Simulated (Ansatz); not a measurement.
Molecule: sum formula SiN$_{2}$H$_{4}$F$_{2}$, net charge 0, singlet state. SMILES: N[Si](N)(F)F
Structure (B3LYP-D3(BJ)/def2-TZVP (Ansatz, a program for electronic structure) minimum search):
```xyz
9

Si    -0.0012    -0.0081    -0.0030
F      0.3503    -0.5884    -1.4490
F     -0.6248    -1.2597     0.7691
N     -1.1963     1.1814     0.0597
N      1.4596     0.5910     0.5924
H     -2.1730     0.9472     0.1243
H     -1.0427     2.1072    -0.3029
H      1.5152     1.0739     1.4733
H      2.3450     0.2109     0.3017
```
Charge 0, spin multiplicity 1.

Property: atomisation energy (electronic, to ground-state atoms), in eV. Cores are frozen in the correlated levels unless marked. Open shells are spin-unrestricted. No spin-orbit coupling. No relativistic terms. The coupled-cluster limit lacks core correlation, which all-electron functionals hold. CBS marks a two-point X^-3 extrapolation of the correlation energy; Hartree-Fock from the larger set. [CCSD(T)-MP2]/basis is that difference in the basis named.

```
level                             program  atomisation energy (eV)
-------------------------  --------------  -----------------------
HF/aug-cc-pV(T+d)Z                 Ansatz                    25.84
HF/aug-cc-pV(Q+d)Z                 Ansatz                    25.95
PBE-D4/def2-TZVPD          Ansatz + dftd4                    37.24
LC-wPBE-D3(BJ)/def2-TZVPD  Ansatz + dftd3                    36.74
```

Task: Estimate the value at RI-MP2/CBS(aug-cc-pV(T+d)Z,aug-cc-pV(Q+d)Z)+[CCSD(T)-MP2]/aug-cc-pV(T+d)Z as computed with Ansatz.

Result: 37.02 eV, so LC-wPBE-D3(BJ)/def2-TZVPD differs from it by -0.28 eV.
